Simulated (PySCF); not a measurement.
Start geometry of C10H24Ge4 ((MeGe)4CH26 adamantane) from a GFN2-xTB structure with every atom displaced at random (by about 0.03 Å) (Å):
```
atom  x, y, z in Å
Ge1   -0.8801    0.6964   -1.5735
C2    -1.8965    1.5327   -3.1722
C3    -1.0452    2.0392   -0.0970
Ge4    0.0426    1.3134    1.5029
C5    -0.1227    2.5923    2.9868
C6     1.8060    0.9225    1.0119
Ge7    1.9329   -0.3913   -0.4763
C8     3.8486   -0.7510   -0.9667
C9     0.9424    0.3994   -1.9725
C10    0.9759   -2.0571    0.1023
Ge11  -0.9310   -1.7056    0.5763
C12   -1.7919   -3.3841    1.1167
C13   -1.9030   -0.8776   -1.0478
C14   -0.9949   -0.3767    2.0530
H15   -2.9399    1.6893   -2.9429
H16   -1.4343    2.5337   -3.4319
H17   -1.8171    0.9067   -4.0208
H18   -2.0468    2.2883    0.2031
H19   -0.5173    2.9579   -0.3597
H20    0.3062    2.2313    3.9112
H21    0.3335    3.5391    2.7147
H22   -1.1169    2.7853    3.2588
H23    2.3638    0.5360    1.8177
H24    2.3080    1.8396    0.7154
H25    4.3496    0.0967   -1.2845
H26    4.3133   -1.1054   -0.0928
H27    3.8488   -1.5600   -1.6915
H28    1.0107   -0.2933   -2.8306
H29    1.4548    1.2802   -2.3714
H30    1.0010   -2.7322   -0.7847
H31    1.4823   -2.4967    0.9325
H32   -1.2816   -3.8807    1.8867
H33   -1.8176   -4.0643    0.3018
H34   -2.8307   -3.2052    1.3969
H35   -1.8141   -1.5963   -1.8665
H36   -2.8563   -0.7135   -0.7560
H37   -1.9711   -0.1068    2.3570
H38   -0.4007   -0.8667    2.8937
```

Q: What comes out of this run: PySCF, PBE0-D3(BJ)/def2-SVP geometry optimisation, gas phase?

A: 
```
atom  x, y, z in Å
Ge1   -0.936    0.784   -1.578
C2    -1.851    1.552   -3.129
C3    -0.962    2.032   -0.064
Ge4   -0.054    1.299    1.513
C5    -0.100    2.574    2.999
C6     1.796    0.884    1.009
Ge7    1.893   -0.394   -0.477
C8     3.756   -0.778   -0.941
C9     0.936    0.380   -2.006
C10    0.955   -2.032    0.060
Ge11  -0.916   -1.690    0.543
C12   -1.814   -3.347    1.077
C13   -1.805   -0.880   -1.007
C14   -0.938   -0.382    2.005
H15   -2.911    1.739   -2.902
H16   -1.384    2.506   -3.418
H17   -1.795    0.866   -3.988
H18   -2.008    2.270    0.192
H19   -0.477    2.978   -0.359
H20    0.409    2.157    3.881
H21    0.405    3.511    2.718
H22   -1.138    2.809    3.277
H23    2.331    0.471    1.881
H24    2.314    1.815    0.722
H25    4.263    0.137   -1.285
H26    4.299   -1.169   -0.068
H27    3.807   -1.526   -1.746
H28    0.973   -0.325   -2.854
H29    1.446    1.303   -2.329
H30    0.992   -2.759   -0.769
H31    1.478   -2.489    0.917
H32   -1.288   -3.814    1.923
H33   -1.831   -4.063    0.241
H34   -2.852   -3.143    1.381
H35   -1.807   -1.598   -1.844
H36   -2.859   -0.674   -0.755
H37   -1.982   -0.178    2.296
H38   -0.435   -0.812    2.887
```

The energy falls by 141.0 kJ/mol over 8 energy and gradient evaluations, the largest force component goes from 0.1020 to 2.8e-04 Eh/bohr, and the atoms move by 0.065 Å rms after alignment. The bond that changes most is Ge1–C2 (ends: germanium bonded to 4 C; carbon bonded to Ge and 3 H), which shortens by 0.112 Å. Bonds longer at the end by more than 0.005 Å: 23 of 40; shorter: 14. Among the angles that change most is C9–Ge1–C13, from 115.9° to 108.2°. Among the dihedrals that turn most is C13–Ge1–C3–Ge4, from 71° to 58°. The orientation of the end geometry is arbitrary; only internal coordinates are fixed.

The run used 388 basis functions and 50 SCF cycles in all. On Intel Xeon Platinum 8259CL at 2.50 GHz, 2 threads, shared host with 96 logical CPUs at a one-minute load of 32, this took 18 min wall, 37 min CPU and 4.0 GiB of memory at its peak.

No PBE0-D3(BJ)/def2-SVP frequencies stand behind this structure, so it isn't proved a minimum. The numbers are those of one conformer.
